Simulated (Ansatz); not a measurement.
Compare A (`C[SiH2][SiH](O)O`) with its isomer B (`OC[SiH](O)[SiH3]`).

Isolated molecules relaxed with PBE0-D4/def2-TZVP in Ansatz; ΔE leaves out vibrations. CBS: MP2 limit from def2 TZ/QZ plus the TZ coupled-cluster correction, frozen cores. DFT in def2-TZVPP. B3LYP here is the variant with VWN-RPA as its local correlation; programs differ in this. One conformer a species, not always the lowest.

Which isomer does CCSD(T)/CBS put lower? Give the gap. (Estimate.)

Ansatz gave: A, by 215.3 kJ/mol.

Give E(B) − E(A) in kJ/mol with B3LYP, B2PLYP, CCSD(T)/def2-TZVPP, MP2/def2-TZVPP, HF/def2-TZVPP, r2SCAN-D4, PBE-D4. (Best estimate.)

Computed: B3LYP 208.1, B2PLYP 214.1, CCSD(T)/def2-TZVPP 211.8, MP2/def2-TZVPP 222.6, HF/def2-TZVPP 219.9, r2SCAN-D4 210.1, PBE-D4 196.1. None reverses the order clearly.

Largest T1 diagnostic: 0.012.

From PBE to PBE0 (25 % exact exchange), in def2-TZVPP and without D4, E(B) − E(A) moves by +8.0 kJ/mol.
